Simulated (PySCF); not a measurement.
# Two-component Hartree-Fock for Ti⁺ (titanium, charge +1)

Start: [Ar] 3d1 4s1 4p1; 3d5/2 filled at m_j = +5/2; 4s1/2 filled at m_j = +1/2; 4p3/2 filled at m_j = +3/2. Calculated with PySCF 2.14 in x2c-SVPall-2c with one added diffuse shell each of s, d type (6s5p4d1f, 48 functions): generalised Hartree-Fock with the X2C-1e Hamiltonian and a Gaussian nucleus; one run each with spin-orbit coupling (SO) switched off, then screened by Boettger's factors. This is a chosen level, not necessarily the ground level.

```
spinor shell  electrons  ε, spin-free (eV)  ε, screened SO (eV)  weight of nominal j (screened SO)  rms radius, screened SO (bohr)
       1s1/2          2            -5033.3              -5033.3                              1.000                          0.0805
       2s1/2          2            -606.71              -606.71                              1.000                           0.350
       2p1/2          2            -502.63              -506.49                              0.997                           0.318
       3s1/2          2            -94.603              -94.606                              1.000                            1.07
       3p3/2          4            -63.977              -64.341                              0.870                            1.17
       3p1/2          2            -63.977              -63.262                              0.741                            1.16
       3d5/2          1            -26.142              -26.123                              1.000                            1.47
       4s1/2          1            -16.138              -16.138                              0.996                            3.39
       4p3/2          1            -11.648              -11.630                              1.000                            3.63
```

Question: Where does 2p3/2 lie, and what is the 2p spin-orbit splitting (screened SO)?

Answer: At -500.73 eV, 5.757 eV above 2p1/2.

```json
{"quantity": "E (hartree)", "spin-free": "-852.18087", "screened SO": "-852.18380"}
{"quantity": "M_J", "spin-free": "9/2", "screened SO": "9/2"}
{"quantity": "⟨J²⟩", "spin-free": "24.777", "screened SO": "24.778"}
{"quantity": "⟨L²⟩", "spin-free": "12.027", "screened SO": "12.027"}
{"quantity": "⟨S²⟩", "spin-free": "3.751", "screened SO": "3.751"}
```

Each row is a mean over spinors that exchange with the open shell spreads, by up to 5.741 eV (3p3/2).

Rows whose weight is well below 1 are mixtures of j = l ± 1/2: exchange outweighs spin-orbit coupling there, and the label is only the starting occupation.

Without spin-orbit coupling the j labels of p, d and f shells carry no meaning; the spin-free column gives the mean over the occupied spinors of each nl shell.
